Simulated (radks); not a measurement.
Species: Cr IV. Configuration: [Ar] 3d3. Method: scalar-relativistic Kohn-Sham, BLYP, spin-polarised, spherical densities, point nucleus; open shells are filled with parallel spins first; computed with a radial shooting solver on a logarithmic mesh with Libxc functionals.

Local quantities along the radius. ELF = 1/(1 + alpha^2) is the electron localisation function; alpha = (tau - tau_W)/tau_unif compares the Pauli kinetic energy density with that of the uniform gas (summed over spins); s = |grad rho|/(2 (3 pi^2)^(1/3) rho^(4/3)) is the reduced gradient; r v_xc is r times the local exchange-correlation potential of spin up (hartree bohr). tau is taken from the large components.

r (bohr)	ELF	alpha	s	r v_xc
0.004343	1.000	0.01661	0.4427	-0.1267
0.005521	1.000	0.01774	0.4396	-0.1475
0.007019	1.000	0.01942	0.4410	-0.1729
0.008923	1.000	0.02190	0.4472	-0.2034
0.01134	0.999	0.02561	0.4586	-0.2394
0.01454	0.999	0.03158	0.4770	-0.2821
0.01848	0.998	0.04100	0.5027	-0.3283
0.02349	0.997	0.05718	0.5383	-0.3773
0.02986	0.992	0.08711	0.5864	-0.4263
0.03796	0.979	0.1474	0.6492	-0.4706
0.04826	0.928	0.2793	0.7235	-0.5052
0.06185	0.741	0.5911	0.7871	-0.5272
0.07862	0.424	1.165	0.7589	-0.5381
0.09995	0.274	1.629	0.5605	-0.5540
0.1271	0.376	1.289	0.3396	-0.6235
0.1615	0.645	0.7427	0.3031	-0.7469
0.207	0.813	0.4796	0.4136	-0.8422
0.2631	0.824	0.4623	0.5988	-0.8670
0.3345	0.596	0.8227	0.8236	-0.8206
0.4252	0.184	2.109	0.7839	-0.7498
0.5406	0.237	1.796	0.2909	-0.8005
0.6927	0.682	0.6823	0.2672	-1.006
0.8806	0.816	0.4741	0.4810	-1.074
1.119	0.764	0.5551	0.7706	-1.022
1.423	0.545	0.9129	1.209	-0.8781
1.809	0.217	1.902	1.955	-0.6972
2.318	0.045	4.606	3.405	-0.5429
2.947	0.007	12.02	6.545	-0.3985
3.747	0.001	40.91	15.19	-0.2455

On this mesh the ELF has minima near r = 0.100, 0.48 bohr, which separate the shells, and maxima near 0.23 (0.84), 0.88 (0.82).
